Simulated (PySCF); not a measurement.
## Frontier orbitals and the lowest excitations

C5H12P2.
Structure used (GFN2-xTB), in Å, numbered top down from 1:
```xyz
19
C5H12P2 angstrom
C      3.0099    0.1404    0.1759
C      2.4797   -1.0524   -0.6072
P      0.6575   -1.3558   -0.3931
C      0.0418    0.2579   -0.9339
C     -1.0894    0.7769   -0.4628
P     -2.0036    0.0127    0.9021
C     -3.7019    0.5790    0.4282
H      2.5048    1.0565   -0.1240
H      2.8483   -0.0013    1.2432
H      4.0777    0.2631    0.0014
H      2.6587   -0.9228   -1.6794
H      2.9954   -1.9676   -0.3021
H      0.6125   -1.0646    0.9776
H      0.5750    0.7228   -1.7567
H     -1.4591    1.7351   -0.8117
H     -2.0927   -1.2545    0.3079
H     -3.8078    1.6351    0.6740
H     -4.4348    0.0167    1.0038
H     -3.8816    0.4320   -0.6355
```

Computed with PySCF, TDDFT CAM-B3LYP/def2-SVPD, vertical, gas phase, core orbitals frozen in the response.

Kohn–Sham orbitals with the atoms that hold most of them (Löwdin shares over 4%, at most four atoms; ? is withheld):

| orbital | ε (eV) | atoms |
| --- | --- | --- |
| HOMO-3 | -10.42 | C2 25%, P3 20%, C1 9%, C4 8% |
| HOMO-2 | -9.71 | C4 25%, C5 25%, P6 12%, P3 12% |
| HOMO-1 | -8.42 | P6 32%, P3 29%, C4 7%, C5 7% |
| HOMO | -7.46 | ? |
| LUMO | 0.70 | ? |
| LUMO+1 | 1.31 | C7 24%, P6 18%, H16 9%, H17 8% |
| LUMO+2 | 1.46 | P3 16%, C2 16%, C1 14%, H11 8% |

Problem. Give the leading atoms of the LUMO.

Solution. C4 (bonded to C, P and H) 25%; C5 (bonded to C, P and H) 25%; P6 (bonded to 2 C and H) 12%; P3 (bonded to 2 C and H) 12%. By element: carbon 51% or more, phosphorus 25%.

Problem. Which atoms hold the HOMO, and with what shares?

Solution. P3 (bonded to 2 C and H) 25%; P6 (bonded to 2 C and H) 22%; C5 (bonded to C, P and H) 16%; C4 (bonded to C, P and H) 16%. By element: phosphorus 48%, carbon 32% or more.

Problem. The HOMO–LUMO gap is 8.16 eV. Where does the response calculation put the lowest singlet, and from which orbitals?

Solution. S1 is at 5.28 eV (f = 0.275), 2.88 eV below the gap, made of HOMO→LUMO (94%). Without the coupling terms of the response equations the lowest excitation would equal the gap.

Problem. One configuration dominates each of S1, S4 and S8. Which, and how do the shares of the two leading atoms of either orbital change from the occupied to the empty one?

Solution. 
- S1 (5.28 eV, f 0.275), HOMO→LUMO (94%): P3 25% → 12%, P6 22% → 12%, C4 16% → 25%, C5 16% → 25%
- S4 (6.15 eV, f 0.054), HOMO-1→LUMO (96%): P6 32% → 12%, P3 29% → 12%, C4 7% → 25%, C5 7% → 25%
- S8 (6.96 eV, f 0.030), HOMO-2→LUMO (70%): C4 25% → 25%, C5 25% → 25%

Löwdin shares depend on the basis, the more so with diffuse functions.

On one thread of an Arm Neoverse V1, shared host with 32 logical CPUs at a one-minute load of 27, this took 71 s wall and 1.1 GiB of memory at its peak.

One conformer stands for the species.
